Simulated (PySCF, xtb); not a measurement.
H2O3S, SMILES OS(=O)O. The values are those of a single conformer.

Harmonic wavenumbers (cm⁻¹) from GFN2-xTB in xtb 6.7.1 at its own minimum, in rising order: 184, 287, 341, 380, 426, 674, 722, 855, 877, 1203, 3576, 3578.

Problem. What does PBE-D3(BJ)/def2-SVP (PySCF) give at its own minimum? (Estimate from the structure and the level; the computed values follow.)

Solution. 158, 294, 414, 416, 450, 713, 714, 1028, 1059, 1196, 3572, 3575. Paired by order, the mean absolute difference is 49 cm⁻¹ and the zero-point energies are 18.7 and 19.4 kcal/mol.
